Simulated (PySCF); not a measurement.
Mg(SMe)(SeH) (CH4MgSSe), SMILES C[S][Mg][SeH].

Geometry: B3LYP-D3(BJ)/def2-SVP. The structure was generated by enumeration; whether it is a known compound was not checked. Other conformers were not sampled.

These are IEF-PCM-ωB97X/def2-SVP run with PySCF values and carry that method's errors.

The values are the electrostatic part of the solvation free energy, E(continuum) − E(gas) at the gas-phase geometry, in a cavity of scaled van der Waals radii (PySCF's table); cavitation and dispersion terms are not included. A continuum can't describe solvent molecules that bind to the metal. In vacuum the orbital gap is 9.21 eV. The dipole moment in vacuum is 1.48 D.

Computed values in water (ε = 78.36), cyclohexanone (ε = 15.62), chloroform (ε = 4.71):
```json
[
 {"solvent": "water", "ε": "78.36", "ΔG(elec) (kcal/mol)": "-15.6", "dipole (D)": "1.98", "gap (eV)": "9.85"},
 {"solvent": "cyclohexanone", "ε": "15.62", "ΔG(elec) (kcal/mol)": "-14.2", "dipole (D)": "1.92", "gap (eV)": "9.79"},
 {"solvent": "chloroform", "ε": "4.71", "ΔG(elec) (kcal/mol)": "-10.7", "dipole (D)": "1.80", "gap (eV)": "9.64"}
]
```
